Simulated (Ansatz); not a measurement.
Consider the hydrogenolysis of the Si–S bond: `O[SiH2]S[Si](O)(O)O` + H₂ → silanol + `O[Si](O)(O)S`.

Isolated molecules relaxed with PBE0-D4/def2-TZVP in Ansatz; ΔE leaves out vibrations. CCSD(T)/CBS adds triple-zeta CCSD(T) − MP2 to the extrapolated MP2 energy (def2 sets, frozen cores). This one scheme is used for every species. DFT in def2-TZVPP. One conformer a species, not always the lowest.

```json
{"level": "PBE-D4", "ΔE (eV)": "0.75"}
{"level": "r2SCAN-D4", "ΔE (eV)": "0.75"}
{"level": "ωB97M-V", "ΔE (eV)": "0.68"}
{"level": "PBE0", "ΔE (eV)": "0.59"}
{"level": "HF/def2-TZVPP", "ΔE (eV)": "0.25"}
{"level": "MP2/def2-QZVPP", "ΔE (eV)": "0.75"}
{"level": "SCS-MP2/def2-QZVPP", "ΔE (eV)": "0.62"}
{"level": "CCSD/CBS(def2)", "ΔE (eV)": "0.58"}
```

**Question.** What does CCSD(T)/CBS give? (An estimate is asked.)

**Answer.** The calculation gave: +0.67 eV. The listed levels differ from it by 0.08, 0.08, 0.01, -0.08, -0.42, 0.08, -0.05, -0.09 eV.

Largest T1 diagnostic among the species: 0.012.

The D4 term adds +0.23 eV with B3LYP and +0.13 eV with PBE0; it sums over pairs of atoms, weighted by their polarisabilities, and B3LYP, whose exchange is more repulsive, gets the larger term. In def2-TZVPP, CCSD(T) changes the Hartree–Fock value by +0.37 eV (the triples alone add +0.09 eV) and MP2 by +0.47 eV.

B3LYP here is the variant with VWN-RPA as its local correlation; programs differ in this.
